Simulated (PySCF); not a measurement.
Electronic structure of Zn (zinc, neutral) at the UHF level

Configuration: [Ar] 3d10 4s1 4p1, high-spin 3P determinant (an excited configuration). Calculation: PySCF 2.14, in aug-cc-pwCVDZ-PP with ECP10MDF (6s6p5d3f, 70 functions); a scalar-relativistic core potential.

```
Total energy                                                  : -225.852170 hartree
One-electron energy                                           : -406.9353 hartree
Hartree (Coulomb) energy                                      : 200.9771 hartree
Exchange energy                                               : -19.8940 hartree
⟨S²⟩                                                          : 2.0024
⟨L²⟩                                                          : 2.025
Sum of ⟨r⟩                                                    : 20.95 bohr
Sum of ⟨r²⟩                                                   : 40.02 bohr²
Traceless quadrupole moment −½Σ⟨3z² − r²⟩ along its main axis : -7.15 e·bohr²
```

```csv
shell,electrons,mean orbital energy (eV),spread (eV),"rms radius, mean of both spins (bohr)"
3s α,1,-161.45,0,0.734
3s β,1,-161.29,0,0.734
3p β,3,-108.96,0.201,0.776
3p α,3,-108.93,0.070,0.776
3d α,5,-22.555,0.216,1.00
3d β,5,-22.551,0.259,1.00
4s α,1,-11.011,0,2.95
4p α,1,-5.254,0,4.07
```

Energies and moments cover only the electrons outside the core potential.
